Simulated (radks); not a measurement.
Results of a calculation; reference values are marked as such.
Coulomb parameter of the 3d shell of the cobalt ion Co3+ in the model configuration [Ar] 3d4.5 4s1.5, as a second difference U = [E(n + 0.5) + E(n - 0.5) - 2 E(n)] / (0.5)^2 with all orbitals relaxed. "Bare": the charge of the atom changes with n. "Screened": the 4s shell takes up the change at fixed total charge, which measures U(3d,3d) + U(4s,4s) - 2 U(3d,4s). Code: a radial shooting solver on a logarithmic mesh with Libxc functionals. Model: scalar-relativistic Kohn-Sham, PBE, spin-unpolarised, spherical densities, finite nucleus; Fermi nuclear charge, rms radius 3.7875 fm.

| case | configuration | E - E(n) (eV) |
|---|---|---|
| start | [Ar] 3d4.5 4s1.5 | 0.000 |
| bare +0.5 | [Ar] 3d5 4s1.5 | -25.875 |
| bare -0.5 | [Ar] 3d4 4s1.5 | 31.187 |
| screened +0.5 | [Ar] 3d5 4s1 | -9.563 |
| screened -0.5 | [Ar] 3d4 4s2 | 10.983 |

U(bare) = 21.250 eV, U(screened by 4s) = 5.681 eV, against the Slater integral F0(3d,3d) = 28.699 eV with frozen orbitals.
